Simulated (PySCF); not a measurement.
C4H11AsSSi.
Z-matrix (Å and degrees, PBE0-D3(BJ)/def2-SVP geometry), rows numbered from 1:
```
Si
S   1  2.1393
C   2  1.8423  1  100.30
C   3  1.5279  2  108.75  1  -174.87
C   4  1.5275  3  108.58  2  -176.53
As  5  2.0035  4  107.11  3    32.74
C   3  1.5188  2  114.53  1    64.87
H   1  1.4909  2  105.99  3   167.01
H   1  1.4965  2  109.80  3    47.78
H   1  1.4950  2  113.55  3   -73.34
H   3  1.1039  2  107.39  1   -56.97
H   4  1.1017  3  111.11  2    59.61
H   4  1.1037  3  107.98  2   -57.12
H   5  1.0990  4  112.03  3   152.89
H   5  1.0992  4  111.88  3   -86.16
H   6  1.5292  5   94.70  4   -99.87
H   7  1.0998  3  113.84  2   -72.52
H   7  1.1014  3  110.33  2    48.99
```

The calculation used TDDFT PBE0/def2-SVPD, vertical, gas phase, core orbitals frozen in the response (PySCF). The PBE0/def2-SVPD calculation is non-relativistic and has no spin–orbit coupling, an omission that weighs most on arsenic.

Frontier orbitals with the atoms that hold most of them (Löwdin shares over 4%, at most four atoms; ? is withheld):

```tsv
orbital	ε (eV)	atoms
HOMO-3	-9.07	S2 19%, As6 14%, C5 13%, C7 13%
HOMO-2	-8.54	S2 36%, As6 13%, C7 12%, C5 8%
HOMO-1	-7.27	As6 37%, S2 28%, C5 6%, C3 6%
HOMO	-6.82	?
LUMO	?	?
LUMO+1	0.08	As6 26%, S2 19%, C5 10%, C3 7%
LUMO+2	0.22	Si1 24%, S2 18%, As6 12%, H10 9%
```

Q: Which atoms hold the HOMO, and with what shares?

A: S2 (bonded to C and Si) 45%; As6 (bonded to 2 C and H) 24%; C7 (bonded to As, C and 2 H) 7%; Si1 (bonded to S and 3 H) 6%.

Q: Which atoms hold the LUMO, and with what shares?

A: As6 (bonded to 2 C and H) 20%; Si1 (bonded to S and 3 H) 15%; S2 (bonded to C and Si) 13%; C7 (bonded to As, C and 2 H) 8%.

Q: What is the LUMO energy, and the HOMO–LUMO gap?

A: ε(LUMO) = -0.07 eV; the gap is 6.75 eV (0.2481 hartree).

Q: How does S1 compare with the orbital gap of 6.75 eV?

A: S1 is at 5.52 eV (f = 0.0030), 1.23 eV below the gap, made of HOMO→LUMO (49%), HOMO→LUMO+1 (19%), HOMO→LUMO+2 (14%). 

Next come S2 at 5.76 eV (f 0.041), HOMO→LUMO+1 (45%), HOMO→LUMO (38%); S3 at 5.93 eV (f 0.037), HOMO→LUMO+2 (50%), HOMO-1→LUMO (20%), HOMO→LUMO+1 (17%); S4 at 6.12 eV (f 0.070), HOMO→LUMO+3 (35%), HOMO-1→LUMO+1 (29%), HOMO-1→LUMO (22%); S5 at 6.27 eV (f 0.028), HOMO-1→LUMO (44%), HOMO→LUMO+2 (22%), HOMO→LUMO+3 (12%).

Löwdin shares depend on the basis, the more so with diffuse functions.

One conformer stands for the species.
